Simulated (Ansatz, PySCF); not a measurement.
Stretching the H–H spacing in H6 ring (multiplicity 1 held). Energies count from the point at 0.900 Å.
Geometry at that point (charge 0, multiplicity 1):
```
atom    x (Å)    y (Å)   z (Å)
----  -------  -------  ------
H      0.9000   0.0000  0.0000
H      0.4500   0.7794  0.0000
H     -0.4500   0.7794  0.0000
H     -0.9000   0.0000  0.0000
H     -0.4500  -0.7794  0.0000
H      0.4500  -0.7794  0.0000
```

Unrestricted levels (U-) break spin symmetry where that is lower. Active spaces are followed from rest. Curves can end on different states.

Rows in 6-31G* carry no dispersion term and start afresh at each structure (6-31G* with six Cartesian d functions).

Programs: Ansatz (a first-principles code); PySCF for 6-31G* rows. Each number belongs to the level named beside it.

Energies in kcal/mol.

| R (Å) | U-HF/6-31G* | U-HF/cc-pVTZ | U-wB97X-V/cc-pVTZ | U-CCSD/cc-pVTZ | FIC-MRCISD+Q on CASSCF(6,6)/cc-pVTZ |
|---|---|---|---|---|---|
| 0.700 | 140.4 | 138.9 | 139.7 | 137.8 | 137.9 |
| 0.800 | 41.9 | 40.9 | 41.5 | 40.6 | 40.7 |
| 0.900 | 0.0 | 0.0 | 0.0 | 0.0 | 0.0 |
| 1.100 | -0.8 | 2.9 | 0.9 | 1.4 | 1.3 |
| 1.300 | 42.9 | 50.4 | 48.6 | 48.6 | 47.0 |
| 1.500 | 80.0 | 90.3 | 109.6 | 108.7 | 101.9 |
| 1.800 | 114.0 | 126.0 | 184.7 | 178.0 | 171.6 |
| 2.100 | 130.2 | 142.4 | 223.1 | 215.6 | 213.7 |
| 2.500 | 138.3 | 150.2 | 243.8 | 237.0 | 238.1 |
| 3.000 | 140.9 | 152.6 | 250.3 | 244.6 | 246.8 |
| 3.600 | 141.6 | 153.1 | 251.1 | 246.4 | 248.8 |

Doubts at one or more of the structures used: a spin-contaminated determinant (U-HF/6-31G*, U-HF/cc-pVTZ, U-wB97X-V/cc-pVTZ, U-CCSD/cc-pVTZ); T1 above 0.05 (U-CCSD/cc-pVTZ); the program's own flag: large difference (U-CCSD/cc-pVTZ).
